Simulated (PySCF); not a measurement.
GeCl4.
Bonds: Cl1–Ge2, Ge2–Cl3, Ge2–Cl4, Ge2–Cl5.

The calculation used PySCF, PBE0-D3(BJ)/def2-SVP geometry optimisation, gas phase.

Question: Give the optimised bond lengths and angles.

Answer: 
```csv
bond,length (Å),order
Cl1–Ge2 and 3 like bonds,2.124,single
```

Bonds in one row agree within 0.01 Å and their mean is given. Orders are formal, as drawn. A selection of angles:
```csv
angle,degrees
Cl1–Ge2–Cl3,109.9
```

All 4 Cl–Ge bonds measure 2.123 to 2.125 Å. Ge2 (germanium bonded to 4 Cl) is tetrahedral (angles from 108.8° to 109.9°).

Point group: Td (tolerance 0.08 Å). Whether it is a minimum is left open (no frequencies).

Time: 51 s; peak memory 0.43 GiB. Hardware: one thread of an Arm Neoverse N1, shared host with 64 logical CPUs at a one-minute load of 62. That covers the optimisation of the geometry.

---

Species: CdMeH, CH4Cd (singlet state).
Bonds: Cd1–C2. Hydrogens: H6 on Cd1; H3, H4, H5 on C2.

Method: PBE0-D3(BJ)/def2-SVP geometry optimisation, gas phase, def2 core potentials past Kr in PySCF.

(1) List the bond lengths and angles at this level.

## Answers

(1) 
```csv
bond,length (Å)
Cd1–C2,2.114
Cd1–H6,1.679
"C2–H3, C2–H4, C2–H5",1.101
```

Bonds in one row agree within 0.01 Å and their mean is given. A selection of angles:
```csv
angle,degrees
C2–Cd1–H6,179.9
Cd1–C2–H3,111.0
H3–C2–H4,108.0
```

Point group: C3v (tolerance 0.08 Å). Whether it is a minimum is left open (no frequencies).

On one thread, Arm Neoverse V2 (aarch64), shared host with 96 logical CPUs at a one-minute load of 36, this took 6.3 s and 0.27 GiB of memory at its peak. That covers the optimisation of the geometry.
